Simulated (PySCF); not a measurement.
Compound: hydroquinone, C6H6O2.
Geometry (PBE0-D3(BJ)/def2-SVP, Å), atoms numbered from 1 in this order:
```
atom  x, y, z in Å
O1    -2.7138    0.6020   -0.0269
C2    -1.3990    0.2762   -0.0140
C3    -0.9357   -1.0322   -0.1827
C4     0.4273   -1.3124   -0.1611
C5     1.3562   -0.2877    0.0304
O6     2.6716   -0.6110    0.0439
C7     0.8932    1.0207    0.1992
C8    -0.4699    1.3007    0.1776
H9    -3.2339   -0.1959   -0.1648
H10   -1.6510   -1.8468   -0.3339
H11    0.7907   -2.3330   -0.2936
H12    3.1903    0.1877    0.1817
H13    1.6085    1.8353    0.3505
H14   -0.8331    2.3214    0.3101
```

Linear response at wB97X-D/def2-SVPD (PySCF, frozen core in the response, non-relativistic). Isolated species at its PBE0-D3(BJ)/def2-SVP geometry (one conformer only).

Static isotropic polarisability: 77.90 au (11.54 Å³), principal values 47.1, 85.4, 101.1 au.

Problem. What is the polarisability at 1064 nm and at the sodium D line?

Solution. 78.86 au at 1064 nm (+1.2 %), 81.27 au at 589.3 nm (+4.3 %). The rise at 589.3 nm is 3.48 times that at 1064 nm; a pure ω² law gives 3.26. The lowest singlet lies at 261 nm, shorter than both wavelengths.

Problem. What is the isotropic C6 coefficient between two such molecules, C6 = (3/π)∫α(iω)² dω?

Solution. 2358 au (Eh·bohr⁶) by a ten-point quadrature over imaginary frequencies, which is 1410 eV·Å⁶ or 136 J·nm⁶/mol.

Problem. Which effective excitation energy ω̄ makes London's formula C6 = (3/4)α²ω̄ exact here?

Solution. ω̄ = 4·C6/(3α²) = 0.518 Eh = 14.1 eV. A one-pole form α(ω) = α/(1 − ω²/ω̄²) fitted to the 1064 nm value gives 10.5 eV.

Problem. How many electrons N does the Slater–Kirkwood formula C6 = (3/4)·√N·α^(3/2) need to give this C6?

Solution. N = (4·C6/3)²/α³ = 20.9; the species has 58 electrons in all.

Problem. How anisotropic is the static polarisability, by Δα² = ½[(α1 − α2)² + (α2 − α3)² + (α3 − α1)²]?

Solution. Δα = 48.1 au, or 0.62 of the isotropic value.

Problem. What n − 1 at the D line would an ideal gas of it have at 273.15 K and 1 atm (2.6868 × 10¹⁹ cm⁻³), by n − 1 = 2π·N·α′?

Solution. 20.33 × 10⁻⁴, a formal value whether or not that pressure can be reached.

Problem. The lowest 6 singlets have (eV, f): 4.74, 0.062; 5.85, 0.078; 6.04, 0.000; 6.10, 0.000; 6.92, 0.628; 6.95, 0.000. What share of the static polarisability do they carry in the sum over states α = Σ f/ω²?

Solution. 13.44 au, 17.3 % of α; the largest term, 9.70 au, is that of the state at 6.92 eV. Their oscillator strengths add up to 0.77. Higher states carry the rest.

Problem. What three-body coefficient follows from the one-pole estimate C9 = (3/4)·α·C6?

Solution. 138000 au. This is an estimate from the two numbers above, not a computed integral.

The pairwise dispersion term of wB97X-D wasn't added to the energies; at a given geometry it leaves orbitals and properties as they are.
